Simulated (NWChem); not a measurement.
Species: WO₂F, doublet; SMILES [O]=[W](=[O])[F]

Results from NWChem. Spin-unrestricted. All runs use the structure optimised with PBE0/def2-SVP, spin-unrestricted. The spin multiplicity was typed, not searched, and may not be the lowest. No stability test was run on the SCF state. def2 effective core potentials on W; no spin-orbit coupling.

Q: Predict the results for PBE/def2-SVP. Quantities: highest occupied level (eV); lowest empty minus highest occupied level, either spin (eV); dipole (D); <S²>.

A: highest occupied level (eV): -6.65
lowest empty minus highest occupied level, either spin (eV): 1.63
dipole (D): 1.94
<S²>: 0.756
